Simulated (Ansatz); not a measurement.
octasulfur (S₈), SMILES S1SSSSSSS1.

Geometry: B3LYP-D3(BJ)/def2-SVP.

Two levels are set side by side: PBE/def2-SVPD (Ansatz, a program for electronic structure) and PBE0/def2-SVPD (Ansatz). Energy differences of separate SCF runs at the same geometry; the states with an electron removed or added have multiplicity 2 and 2. Differences are taken from unrounded values.

```json
[
 {"quantity": "vertical ionisation energy (eV)", "PBE0": "8.37"},
 {"quantity": "vertical electron affinity (eV)", "PBE0": "1.19"},
 {"quantity": "vertical singlet–triplet gap (eV)", "PBE0": "2.64"}
]
```

Q: What does PBE give, and how far is it from PBE0? (An estimate is asked for; the answer gives what the named calculation found.)

A: 
```tsv
quantity	PBE	PBE minus PBE0
vertical ionisation energy (eV)	7.94	-0.44
vertical electron affinity (eV)	1.36	0.17
vertical singlet–triplet gap (eV)	2.10	-0.54
```
